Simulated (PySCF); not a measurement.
A structure optimised at PBE-D3(BJ)/def2-SVP, used in a PySCF frequency run:

```xyz
8

Al     0.0805    -0.0127     0.3784
Cl     0.1164    -0.8360     2.3113
Cl     0.9378     1.8859     0.0321
S     -0.8443    -1.1359    -1.2315
C     -0.6189    -0.0163    -2.6837
H     -0.1108     0.9264    -2.4079
H     -1.6175     0.2129    -3.1003
H     -0.0166    -0.5497    -3.4427
```
Charge 0, spin multiplicity 1.

Write its SMILES and formula.

C[S][Al]([Cl])[Cl], CH₃AlCl₂S

What are its rotational constants (standard atomic weights)?

2.1103, 1.3576, 0.83060 GHz
